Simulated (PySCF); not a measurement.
C₃H₉B, charge +1, doublet, at a GFN2-xTB geometry (a state made from the parent by changing its charge; the spin is typed, not shown lowest). Base run: M062X/pcseg-1 (PySCF).

PySCF was given this input:
```python
from pyscf import gto, scf, dft

mol = gto.M(
    atom='''
B    -0.05647573    0.05517160   -0.05364308
C     1.51411882   -0.13791460   -0.22617234
H     2.02755724   -0.85500214    0.40558796
H     1.94104364    0.84853152   -0.03424725
H     1.65529476   -0.43161225   -1.26820282
C    -0.49203480   -0.76952308    1.23631151
H    -1.34235646   -1.37537941    0.91708171
H    -0.79808470   -0.01384345    1.96257438
H     0.23345189   -1.41985028    1.71348884
C    -0.97605379    0.86460885   -0.96549414
H    -1.85392301    1.28359200   -0.46707029
H    -1.36351003    0.23270689   -1.76988686
H    -0.49327601    1.71197205   -1.45898050
''',
    basis='pcseg-1',
    charge=1,
    spin=1,
    verbose=4,
)

mf = dft.UKS(mol)
mf.xc = 'm062x'
mf.kernel()
```

Variants of this job, named by their change:

```json
[
 {"change": "base", "ΔE vs base (µEh)": "0.0", "fitting functions": "-"},
 {"change": "auxbasis = even-tempered beta=2.0", "ΔE vs base (µEh)": "13.0", "fitting functions": "705"},
 {"change": "auxbasis = cc-pvtz-ri", "ΔE vs base (µEh)": "-201", "fitting functions": "594"},
 {"change": "only_dfj = on; auxbasis = def2-universal-jfit", "ΔE vs base (µEh)": "-270", "fitting functions": "295"},
 {"change": "auxbasis = cc-pvtz-jkfit", "ΔE vs base (µEh)": "-26.6", "fitting functions": "586"},
 {"change": "auxbasis = even-tempered beta=3.0", "ΔE vs base (µEh)": "-167", "fitting functions": "516"},
 {"change": "auxbasis = def2-universal-jkfit", "ΔE vs base (µEh)": "-32.8", "fitting functions": "462"},
 {"change": "auxbasis = def2-universal-jfit", "ΔE vs base (µEh)": "249", "fitting functions": "295"},
 {"change": "auxbasis = def2-svp-ri", "ΔE vs base (µEh)": "-3661", "fitting functions": "318"},
 {"change": "auxbasis = even-tempered beta=1.6", "ΔE vs base (µEh)": "8.1", "fitting functions": "1063"}
]
```

A fitting set is made for a task (jfit for Coulomb, jkfit for Coulomb and exchange, ri for correlation) and for a family of orbital bases.

Open shells are given as the SCF converged; they aren't shown to be the lowest states, and a large step between rows can be another state.
